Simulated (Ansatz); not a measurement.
What each rung costs, and what it gives

Saddle point of SiAsNH8, singlet (SiNH₅ ([NH2][SiH3]) + AsH₃ → SiAsH₅ ([SiH3][AsH2]) + NH₃; bonds formed: Si1–As7, N2–H6; bonds broken: Si1–N2, H6–As7), PBE0-D4/def2-TZVP structure:

Si1  (-0.770, -0.661, 0.916)
N2  (0.992, -0.178, 0.563)
H3  (-1.601, 0.512, 1.231)
H4  (-1.263, -1.658, -0.046)
H5  (-0.508, -1.379, 2.205)
H6  (0.753, 0.342, -0.381)
As7  (-0.809, 0.924, -1.783)
H8  (1.399, 0.446, 1.257)
H9  (1.619, -0.969, 0.421)
H10  (-0.055, 2.247, -1.638)
H11  (0.243, 0.374, -2.746)
(Å)

Barriers are electronic and count from the start structure reached by relaxing down the imaginary mode.

Computed with Ansatz 0.2.0 (basis: as named in each row); correlated methods freeze the cores. Filled d shells of the heavier atoms are correlated. The def2 sets are not built for correlating such inner shells, so the correlated values are less sure here. B3LYP uses VWN-RPA correlation. Extrapolation: Hartree–Fock as exp(−7.88 √X), correlation as X^−2.97.

Times are rough, for one single point on 4 threads of a shared host (Arm Neoverse V1).

The estimate by CCSD(T) at an estimated basis limit (MP2 extrapolated from triple and quadruple zeta, plus CCSD(T) − MP2 in triple zeta) is 1.468 eV.

```tsv
method	basis	time (s)	barrier (eV)	method less estimate
HF	STO-3G	under 1	3.073	1.604
PBE-D4	STO-3G	under 1	1.903	0.435
SPW92	def2-SVP	under 1	0.867	-0.602
PBE-D4	def2-SVP	under 1	1.139	-0.329
B3LYP-D4	6-31G	under 1	1.021	-0.447
PBE0-D4	def2-SVP	1	1.271	-0.198
SPW92	def2-TZVPP	1	0.916	-0.553
PBE-D4	def2-TZVPP	2	1.163	-0.305
BLYP-D4	def2-TZVPP	2	1.348	-0.120
BHLYP-D4	def2-TZVPP	2	1.587	0.118
B3LYP-D4	def2-TZVPP	2	1.445	-0.024
CAM-B3LYP-D4	def2-TZVPP	3	1.556	0.087
PBE0-D4	def2-TZVPP	3	1.290	-0.178
r2SCAN-D4	def2-TZVPP	4	1.338	-0.130
r2SCAN0-D4	def2-TZVPP	4	1.393	-0.076
CCSD(T)	def2-SVP	4	1.656	0.188
RPA on PBE	def2-TZVPP	4	1.646	0.177
wB97M-V	def2-SVP	5	1.427	-0.041
B2PLYP	def2-TZVPP	5	1.533	0.065
PBE-QIDH	def2-TZVPP	6	1.426	-0.043
wB97X-V	def2-TZVPP	7	1.562	0.094
wB97M-V	def2-TZVPP	8	1.473	0.004
B97M-V	def2-TZVPP	8	1.580	0.111
MP2	def2-QZVPP	21	1.438	-0.031
CCSD(T)	def2-TZVPP	120	1.556	0.088
```

All methods are single points on the PBE0-D4 structures.

The T1 diagnostic stays at or below 0.013.

Labels in which every atom is bracketed show which atoms are joined, not bond orders.
